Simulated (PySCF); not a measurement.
# How methods differ on the excitation energy of Te

Te [Kr] 4d10 5s2 5p4 (3P) → Te [Kr] 4d10 5s2 5p3 6s1 (5S), as a difference of total energies. All numbers are calculated (PySCF 2.14, scalar relativity through the core potential, in aug-cc-pVTZ-PP with ECP28MDF). Correlated levels: valence: 4s2 4p6 4d10 frozen. The calculations carry no spin-orbit coupling.

| method | excitation energy (eV) |
| --- | --- |
| UHF | 4.724 |
| MP2 (valence) | 5.029 |
| SCS-MP2 (valence) | 5.212 |
| CCSD (valence) | 5.149 |
| CCSD(T) (valence) | 5.151 |

Errors of the correlated levels include the incompleteness of this basis and the frozen core.

**Question.** Which method comes closest to the reference value, and which is furthest?

**Answer.** The reference is 5.226 eV (measured; NIST levels, between the centres of gravity of the two terms). Closest: SCS-MP2 (valence) (error -0.014 eV); furthest: UHF (error -0.502 eV).
